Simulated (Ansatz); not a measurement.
Reaction (ligand exchange at the Si–S bond): `O[SiH2]S[SiH](Cl)Cl` + `[NH2][GeH2][OH]` → `O[SiH2][NH][GeH2][OH]` + `S[SiH](Cl)Cl`

Calculated with Ansatz (gas phase, PBE0-D4/def2-TZVP geometries, no zero-point term in ΔE). CBS: MP2 limit from def2 TZ/QZ plus the TZ coupled-cluster correction, frozen cores. DFT in def2-TZVPP. For Ge outer-core shells are correlated without core-valence functions, which leaves a few kJ/mol of doubt a bond. Scalar relativity is left out up to krypton. Each species was taken in one conformer, which may not be the lowest.

CCSD(T)/CBS gives -7.7 kJ/mol.

Problem. Another level gave -4.4 kJ/mol. Which?
A. SCS-MP2/def2-TZVPP
B. r2SCAN/def2-TZVPP
C. PBE0-D4/def2-TZVPP
D. HF/def2-TZVPP

Solution. B. r2SCAN -4.4, SCS-MP2/def2-TZVPP -11.9, PBE0-D4 0.0, HF/def2-TZVPP -18.4 kJ/mol.

Largest T1 diagnostic among the species: 0.012.

In def2-TZVPP, CCSD(T) changes the Hartree–Fock value by +5.9 kJ/mol (the triples alone add +2.3 kJ/mol) and MP2 by +10.3 kJ/mol. The D4 term adds +3.2 kJ/mol with B3LYP and +1.9 kJ/mol with PBE0; it sums over pairs of atoms, weighted by their polarisabilities, and B3LYP, whose exchange is more repulsive, gets the larger term.

B3LYP here is the variant with VWN-RPA as its local correlation; programs differ in this.
